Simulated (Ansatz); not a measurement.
Molecule: C4H5GeO, charge 0, multiplicity 2. It need not be the lowest isomer of its formula. 
Geometry from a B3LYP-D3(BJ)/def2-TZVP (Ansatz, a quantum-chemistry and plane-wave program) optimisation:
```xyz
11

Ge     1.5016    -0.0882     0.0458
C     -0.4242     0.1533    -0.0391
C     -1.2000     1.2537    -0.2780
C     -2.5312     0.7765    -0.2053
C     -2.5301    -0.5419     0.0637
O     -1.2244    -0.9472     0.1706
H      1.9547    -1.0987    -1.0196
H      1.9092    -0.5975     1.4372
H      2.1291     1.2867    -0.2231
H     -0.8528     2.2530    -0.4754
H     -3.2843    -1.2938     0.2031
```
Charge 0, spin multiplicity 2.

Parts of the frozen-core correlation energy in 6-31G* (Ansatz, hartree). Frozen orbitals: 19; correlated occupied orbitals by spin: 16 and 15; virtual: 85 and 86. Open shells are spin-unrestricted. No spin-orbit coupling. No relativistic terms.

```csv
term,value
reference (HF),-2304.20251
MP2 opposite-spin,-0.52475
MP2 same-spin,(withheld)
CCSD correlation,(withheld)
(T),(withheld)
T1 diagnostic,0.039
largest doubles amplitude,0.062
<S^2> of the reference,1.113
```

Task: What belongs in the gaps?

Result: 
- MP2 same-spin, value: -0.18977
- CCSD correlation, value: -0.77414
- (T), value: -0.03272
